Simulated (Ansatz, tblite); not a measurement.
Two members of one family (Series NiX2(NH3)2), computed with Ansatz in the gas phase. Singlets are spin-restricted. Names give formal oxidation states. A dash marks a value that wasn't run or was left out as unsound. The structures are stationary points that may keep the symmetry of their start. Remarks come from the PBE and PBE0 runs and from stability tests at other levels; not every state was tested. A HOMO above zero means that the electron is unbound at that level and held by the basis, or that self-interaction error raises the level; the energy of removing that electron tells which.

First: trans-NiCl2(NH3)2 (singlet, charge 0, PBE-D4/def2-SVP geometry).

```xyz
11

Ni   -0.001   -0.001    0.001
Cl   -1.607   -0.808    1.249
N     1.096    0.202    1.544
H     0.904    1.108    1.998
H     2.092    0.195    1.274
H     0.889   -0.534    2.237
Cl    1.605    0.805   -1.246
N    -1.097   -0.203   -1.543
H    -0.845   -1.069   -2.045
H    -0.945    0.577   -2.201
H    -2.089   -0.272   -1.268
```

| level | HOMO (eV) | LUMO (eV) | gap (eV) | vertical EA (eV) |
| --- | --- | --- | --- | --- |
| PBE-D4/def2-TZVPD | -4.69 | -3.32 | 1.37 | 0.68 |
| r2SCAN-D4/def2-TZVP | -4.89 | -3.05 | 1.84 | – |
| r2SCAN-D4/def2-TZVPD | -4.99 | -3.16 | 1.84 | 0.68 |
| PBE0-D4/def2-SVP | -6.18 | -1.14 | 5.04 | – |
| PBE0-D4/def2-TZVPD | -6.82 | -1.88 | 4.95 | 0.76 |

Metal–donor distances: 2 × Cl 2.19 Å, 2 × N 1.90 Å. The relaxed triplet lies at -0.29 eV (r2SCAN0-D4/def2-TZVP) to 0.70 eV (PBE-D4/def2-TZVP) from the singlet, so the order hangs on the level. Remarks: restricted SCF unstable, HOMO above zero (-1 doublet).

Second: cis-NiBr2(NH3)2 (singlet, charge 0, PBE-D4/def2-SVP geometry).

```csv
atom,x (Å),y (Å),z (Å)
Ni1,0.182,0.724,-0.296
Br2,-0.354,1.811,-2.266
Br3,1.434,2.494,0.504
N4,0.641,-0.203,1.361
H5,1.259,-1.021,1.248
H6,-0.146,-0.494,1.959
H7,1.183,0.523,1.874
N8,-0.885,-0.771,-0.963
H9,-1.145,-0.445,-1.916
H10,-1.765,-0.940,-0.451
H11,-0.404,-1.678,-1.054
```

**Question.** What does the change do? Estimate second minus first.

**Answer.** 
```
               level  Δ HOMO (eV)  Δ LUMO (eV)  Δ gap (eV)  Δ vertical EA (eV)
   PBE-D4/def2-TZVPD        -0.10        -0.12       -0.01                0.29
 r2SCAN-D4/def2-TZVP        -0.13        -0.20       -0.07                   –
r2SCAN-D4/def2-TZVPD        -0.09        -0.16       -0.07                0.35
    PBE0-D4/def2-SVP         0.09        -0.42       -0.51                   –
  PBE0-D4/def2-TZVPD         0.28        -0.26       -0.55                0.40
```

Metal–donor distances: 2 × Br 2.31 Å, 2 × N 1.95 Å. The relaxed triplet lies at -0.90 eV (r2SCANh-D4/def2-TZVP) to -0.02 eV (PBE-D4/def2-TZVP) from the singlet, nearly a tie at some levels. Remarks: triplet 0.80 eV lower at PBE0-D4/def2-TZVP (not tabulated), restricted SCF unstable, HOMO above zero (-1 doublet).
